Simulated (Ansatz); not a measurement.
`[F][GeH]([Cl])[N]([SiH3])[SiH3]` + silanol → `[F][GeH]([Cl])[O][SiH3]` + `[SiH3]N[SiH3]` at 500 K and 1 bar (ligand exchange at a Ge–N bond).

Program: Ansatz. Geometries: PBE0-D4/def2-TZVP. ΔE: electronic, gas phase. CBS: MP2 limit from def2 TZ/QZ plus the TZ coupled-cluster correction, frozen cores. This one scheme is used for every species. For Ge outer-core shells are correlated without core-valence functions, which leaves a few kJ/mol of doubt a bond. Scalar relativity is left out up to krypton. One conformer a species, not always the lowest.

```csv
species,CCSD(T)/CBS energy (Eh),H − E (kJ/mol),S (J/(mol·K))
`[F][GeH]([Cl])[N]([SiH3])[SiH3]`,-3272.89201,248.1,532.0
`O[SiH3]`,-366.69042,127.5,292.9
`[F][GeH]([Cl])[O][SiH3]`,-3002.48481,159.7,464.8
`[SiH3]N[SiH3]`,-637.10515,216.0,394.7
```

H − E and S are ideal-gas, rigid-rotor, harmonic terms from PBE0-D4/def2-TZVP, for one conformer and one mirror image of each species. 1 Eh = 2625.50 kJ/mol, R = 8.31446 J/(mol·K).

Question: By hand: ΔE, ΔH, ΔS and ΔG.

Answer: ΔE = (-3002.48481) + (-637.10515) − (-3272.89201) − (-366.69042) = -0.00753 Eh = -19.8 kJ/mol. Δ(H − E) = 159.7 + 216.0 − 248.1 − 127.5 = 0.1, so ΔH = -19.7 kJ/mol. ΔS = 464.8 + 394.7 − 532.0 − 292.9 = 34.6 J/(mol·K). ΔG = -19.7 − 500 × (34.6)/1000 = -37.0 kJ/mol.

Question: By hand: the equilibrium constant, and the temperature at which ΔG would vanish if ΔH and ΔS stayed fixed.

Answer: log₁₀ K = −ΔG/(RT ln 10) = 3.9. ΔH and −TΔS have one sign here, so there is no such temperature.

TΔS isn't small against ΔH here. A doubt of 5 kJ/mol in ΔE shifts log₁₀ K by 0.5 here. Other conformers and mirror images would add mixing entropy, several J/(mol·K) or more a flexible species. Modes under 60 cm⁻¹, often nearly free rotors, make the harmonic entropy too high. These are equilibria of isolated gas molecules and say nothing of rates. Largest T1 diagnostic: 0.012 (customary marks: 0.02 for closed shells, 0.045 for open ones).
